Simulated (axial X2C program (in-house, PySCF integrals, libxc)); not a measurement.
# Spin–orbit effects along a row: molecules with Br (ions), PBE0

All values come from calculations with an in-house relativistic program for diatomic molecules, spin-free (one-electron X2C) or two-component (2c: spin–orbit coupling with atomic mean-field Coulomb and Gaunt terms, which also bring small scalar terms), in Dyall basis sets with cores contracted in-house; open shells are unrestricted.

Basis sets: As dyall-cv3z, Br dyall-cv3z, Ca dyall-cv3z, Co dyall-cv3z, Cr dyall-cv3z, Fe dyall-cv3z, Ge dyall-cv3z, K dyall-cv3z, Mn dyall-cv3z, Sc dyall-cv3z, Se dyall-cv3z, Ti dyall-cv3z, V dyall-cv3z.

```json
{"molecule": "KBr⁺", "spin-free state": "M_S = 1/2, Λ = 1", "Re (Å)": "3.363", "ωe (cm⁻¹)": "88.0", "De (eV)": "0.19", "2c state": "Ω = 3/2", "Re 2c (Å)": "3.364", "ωe 2c (cm⁻¹)": "88.1", "De 2c (eV)": "0.24"}
{"molecule": "CaBr⁺", "spin-free state": "M_S = 0, Λ = 0", "Re (Å)": "2.462", "ωe (cm⁻¹)": "354.9", "De (eV)": "3.92", "2c state": "Ω = 0", "Re 2c (Å)": "2.463", "ωe 2c (cm⁻¹)": "354.4", "De 2c (eV)": "3.82"}
{"molecule": "ScBr⁺", "spin-free state": "M_S = 1/2, Λ = 2", "Re (Å)": "2.366", "ωe (cm⁻¹)": "370.7", "De (eV)": "3.93", "2c state": "Ω = 3/2", "Re 2c (Å)": "2.367", "ωe 2c (cm⁻¹)": "370.1", "De 2c (eV)": "n/a"}
{"molecule": "TiBr⁺", "spin-free state": "M_S = 1, Λ = 2", "Re (Å)": "2.277", "ωe (cm⁻¹)": "372.2", "De (eV)": "3.70", "2c state": "Ω = 1", "Re 2c (Å)": "2.278", "ωe 2c (cm⁻¹)": "371.6", "De 2c (eV)": "n/a"}
{"molecule": "VBr⁺", "spin-free state": "M_S = 3/2, Λ = 0", "Re (Å)": "2.241", "ωe (cm⁻¹)": "373.3", "De (eV)": "3.16", "2c state": "Ω = 3/2", "Re 2c (Å)": "2.242", "ωe 2c (cm⁻¹)": "372.3", "De 2c (eV)": "n/a"}
{"molecule": "CrBr⁺", "spin-free state": "M_S = 2, Λ = 1", "Re (Å)": "2.255", "ωe (cm⁻¹)": "336.4", "De (eV)": "2.04", "2c state": "Ω = 1", "Re 2c (Å)": "2.261", "ωe 2c (cm⁻¹)": "330.3", "De 2c (eV)": "2.01"}
{"molecule": "MnBr⁺", "spin-free state": "M_S = 5/2, Λ = 0", "Re (Å)": "2.232", "ωe (cm⁻¹)": "361.9", "De (eV)": "2.68", "2c state": "Ω = 5/2", "Re 2c (Å)": "2.234", "ωe 2c (cm⁻¹)": "360.5", "De 2c (eV)": "2.58"}
{"molecule": "FeBr⁺", "spin-free state": "M_S = 2, Λ = 2", "Re (Å)": "2.182", "ωe (cm⁻¹)": "378.0", "De (eV)": "2.82", "2c state": "Ω = 4", "Re 2c (Å)": "2.184", "ωe 2c (cm⁻¹)": "376.8", "De 2c (eV)": "n/a"}
{"molecule": "CoBr⁺", "spin-free state": "M_S = 3/2, Λ = 2", "Re (Å)": "2.146", "ωe (cm⁻¹)": "370.9", "De (eV)": "2.77", "2c state": "Ω = 7/2", "Re 2c (Å)": "2.148", "ωe 2c (cm⁻¹)": "369.9", "De 2c (eV)": "n/a"}
{"molecule": "GeBr⁺", "spin-free state": "M_S = 0, Λ = 0", "Re (Å)": "2.198", "ωe (cm⁻¹)": "368.9", "De (eV)": "4.31", "2c state": "Ω = 0", "Re 2c (Å)": "2.200", "ωe 2c (cm⁻¹)": "368.0", "De 2c (eV)": "n/a"}
{"molecule": "AsBr⁺", "spin-free state": "M_S = 1/2, Λ = 1", "Re (Å)": "2.176", "ωe (cm⁻¹)": "387.6", "De (eV)": "3.86", "2c state": "Ω = 1/2", "Re 2c (Å)": "2.178", "ωe 2c (cm⁻¹)": "386.0", "De 2c (eV)": "n/a"}
{"molecule": "SeBr⁺", "spin-free state": "M_S = 1, Λ = 0", "Re (Å)": "2.168", "ωe (cm⁻¹)": "390.6", "De (eV)": "3.22", "2c state": "Ω = 1", "Re 2c (Å)": "2.171", "ωe 2c (cm⁻¹)": "388.2", "De 2c (eV)": "3.11"}
```

Fragments in 2c: Br + K+, Br + Ca+, Br + Sc+, Br + Ti+, Br + V+, Br + Cr+, Br + Mn+, Br + Fe+, Br + Co+, Br + Ge+, Br + As+, Br + Se+. Each entry is the lowest single determinant of a limited PBE0 search at one distance. De goes to single-determinant-based atoms at the same level (for ions the charge split of lowest energy) and is withheld (n/a) where an atom does not fit its ground term or J level. Main or longest-lived isotopes. One determinant is a doubtful description, or other states lie close, for KBr⁺, ScBr⁺, TiBr⁺, VBr⁺, CrBr⁺, MnBr⁺, FeBr⁺, CoBr⁺, AsBr⁺, SeBr⁺; these need not be ground states, and all values refer to the states named. Some open-shell Ω = 0 determinants are out of reach, so the Ω given for CrBr⁺, FeBr⁺, SeBr⁺ need not be the lowest component. With several unpaired electrons the Ω given is that of one determinant, not necessarily of the lowest component. The functionals have no current term, which raises determinants with orbital currents. Where the atoms have a lower orbital projection than the molecule, De at mean-field level may be about a tenth of an eV too small.
